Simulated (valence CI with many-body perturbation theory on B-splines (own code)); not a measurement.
Level structure of Os IV

Method: relativistic CI+MBPT: five valence electrons over a frozen Dirac-Fock core [Xe] 4f14, a basis of 7 s, 7 p, 8 d, 6 f, 4 g, 1 h functions for each j, with the one-electron correlation potential Σ1, the two-electron term Σ2, the three-electron term Σ3, Breit, model QED; selected CI, second order for the rest, scaled by the run's own slope (own B-spline code, finite nucleus).

No measured levels were compared; by estimate terms of the open shell hold to 2 to 4 % of their energy, and close levels can change places; different configurations can be misplaced against each other by 1,000 to 8,000 cm⁻¹. Among the levels kept, up to 2400 cm⁻¹ of a level comes from second order outside the variational space, and about a tenth of that is noise between levels of different J, which matters for small intervals.

Levels 46 to 90 of 215, with energies above the lowest level, 5d5 6S_5/2. "Leading %" is the weight of the configuration and term that name the level; weights of strongly mixed levels are sums over their largest components and can fall short. Lifetimes count E1, E2, E3, M1 and M2 decay at the calculated energies, and are blank where another channel may lead or the interval is too uncertain; long ones can be off by a factor of two.

```csv
No.,Configuration,Term,J,E (cm⁻¹),Leading %,g,Lifetime
46,5d5,2P,1/2,69671,76,0.701,11.3 ms
47,5d4.6s,4H,11/2,70130,76,1.156,8.97 ms
48,5d4.6s,4D,7/2,70912,29,1.101,
49,5d4.6s,4F,3/2,70995,63,0.746,
50,5d4.6s,4D,5/2,71059,39,1.088,4.59 ms
51,5d4.6s,4P,3/2,71986,49,1.418,
52,5d4.6s,4D,7/2,72226,35,1.198,
53,5d4.6s,4H,13/2,72252,82,1.206,7.79 ms
54,5d4.6s,4G,5/2,73407,32,0.963,5.21 ms
55,5d4.6s,4H,9/2,73975,35,1.162,5.06 ms
56,5d4.6s,4P,5/2,76166,36,1.330,
57,5d5,2D,5/2,76889,63,1.241,
58,5d5,2D,3/2,77127,67,0.886,8.40 ms
59,5d4.6s,4G,9/2,77430,55,1.121,5.20 ms
60,5d4.6s,4F,7/2,78093,47,1.132,
61,5d4.6s,4D,1/2,78162,46,0.464,3.75 ms
62,5d4.6s,4G,11/2,78391,31,1.101,5.34 ms
63,5d4.6s,4D,7/2,79498,69,1.343,
64,5d4.6s,2H,9/2,79771,53,1.074,3.53 ms
65,5d4.6s,4D,3/2,81120,62,1.150,3.65 ms
66,5d4.6s,4P,5/2,81940,32,1.317,4.06 ms
67,5d4.6s,4G,11/2,82346,45,1.141,4.98 ms
68,5d4.6s,2G,7/2,83363,48,1.041,2.80 ms
69,5d4.6s,4D,1/2,85354,66,0.372,2.61 ms
70,5d4.6s,2I,13/2,85496,82,1.102,4.66 ms
71,5d4.6s,2G,7/2,85656,58,1.003,4.04 ms
72,5d4.6s,2F,5/2,85851,46,1.036,3.06 ms
73,5d4.6s,2D,3/2,87133,37,0.997,3.34 ms
74,5d4.6s,2F,5/2,87973,32,1.110,2.78 ms
75,5d4.6s,2H,11/2,88770,51,1.021,3.65 ms
76,5d4.6s,2G,9/2,88798,75,1.119,2.35 ms
77,5d4.6s,2D,3/2,90566,48,1.008,3.34 ms
78,5d4.6s,2G,9/2,92374,48,1.159,2.78 ms
79,5d4.6s,4P,5/2,92652,33,1.266,2.58 ms
80,5d4.6s,2F,7/2,94520,57,1.078,
81,5d4.6s,2S,1/2,94607,62,1.985,2.43 ms
82,5d4.6s,4F,7/2,94613,33,1.147,
83,5d4.6s,4F,3/2,95311,49,0.721,2.41 ms
84,5d4.6s,4P,5/2,96388,37,1.295,
85,5d4.6s,2D,5/2,97570,40,1.094,
86,5d4.6s,4P,3/2,98682,68,1.469,1.83 ms
87,5d4.6s,4F,9/2,99317,60,1.245,2.17 ms
88,5d4.6s,4F,5/2,101248,48,1.052,2.29 ms
89,5d4.6s,4F,7/2,101338,49,1.163,2.22 ms
90,5d4.6s,2D,3/2,102542,45,0.909,2.12 ms
```

Names give the largest LS component (configuration and term), which can be under half, so a name can repeat, a term be missing and a line seem to break the LS rules; names also repeat where a configuration has a term twice.

Where two levels of one J and parity lie close, their mixing, g and order are uncertain.
